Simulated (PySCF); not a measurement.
# `InChI=1S/C3H5Br2SeSi/c4-7(5)3-1-6-2-3/h3H,1-2H2/q-1`, charge -1

Geometry:
```json
{"atom": "Br1", "x (Å)": "1.376", "y (Å)": "2.901", "z (Å)": "-0.473"}
{"atom": "Si2", "x (Å)": "1.181", "y (Å)": "0.901", "z (Å)": "0.848"}
{"atom": "Br3", "x (Å)": "3.238", "y (Å)": "-0.127", "z (Å)": "0.144"}
{"atom": "C4", "x (Å)": "0.079", "y (Å)": "-0.035", "z (Å)": "-0.406"}
{"atom": "C5", "x (Å)": "-0.127", "y (Å)": "-1.378", "z (Å)": "0.275"}
{"atom": "Se6", "x (Å)": "-1.410", "y (Å)": "-0.552", "z (Å)": "1.523"}
{"atom": "C7", "x (Å)": "-1.302", "y (Å)": "0.531", "z (Å)": "-0.122"}
{"atom": "H8", "x (Å)": "0.352", "y (Å)": "-0.087", "z (Å)": "-1.468"}
{"atom": "H9", "x (Å)": "-0.660", "y (Å)": "-2.123", "z (Å)": "-0.328"}
{"atom": "H10", "x (Å)": "0.740", "y (Å)": "-1.836", "z (Å)": "0.754"}
{"atom": "H11", "x (Å)": "-1.379", "y (Å)": "1.608", "z (Å)": "0.038"}
{"atom": "H12", "x (Å)": "-2.088", "y (Å)": "0.195", "z (Å)": "-0.809"}
```

Total charge -1.

The calculation used GIAO B3LYP/aug-pcSseg-1 magnetisability, rotational g tensor and spin-rotation constants, non-relativistic, gas phase in PySCF. Geometry: GFN2-xTB.

The calculation is non-relativistic, which matters for the atoms heavier than Zn. For an ion the centre-of-mass motion in the field is neglected.

Q: Give the nuclear spin-rotation constants along the inertial axes (H = +C I·J) beside the isotropic shieldings.

A: Rotational constants 0.8186, 0.4075, 0.2909 GHz. A star marks the isotopologue with that one atom substituted, in its own axes.
```
atom  isotope  Caa (kHz)  Cbb (kHz)  Ccc (kHz)  mean (kHz)  σ (ppm)
 Br1     79Br      0.736      0.310      0.442       0.496   2432.5
 Br3     79Br      0.736      0.309      0.442       0.496   2432.6
  H8       1H     -0.061     -0.044      0.011      -0.031     30.1
  H9       1H     -0.045     -0.030      0.007      -0.023     27.5
 H10       1H     -0.065      0.011     -0.021      -0.025     28.6
 H11       1H     -0.065      0.012     -0.021      -0.025     28.6
 H12       1H     -0.045     -0.030      0.007      -0.023     27.5
 Si2    29Si*     -0.677     -0.345     -0.199      -0.407    227.7
  C4     13C*      0.164      0.090      0.059       0.105    128.0
  C5     13C*      0.135      0.085      0.053       0.091    142.7
 Se6    77Se*      1.754      0.397      0.833       0.995   1308.3
```
For the geometry as given, no vibrational averaging.

Q: How do the rotational constants and the g tensor change when H8, H9, H10, H11, H12 are replaced by deuterium?

A: Constants 0.7891, 0.3996, 0.2866 GHz; g -0.0167, -0.0101, -0.0107, against -0.0172, -0.0103, -0.0109 before.
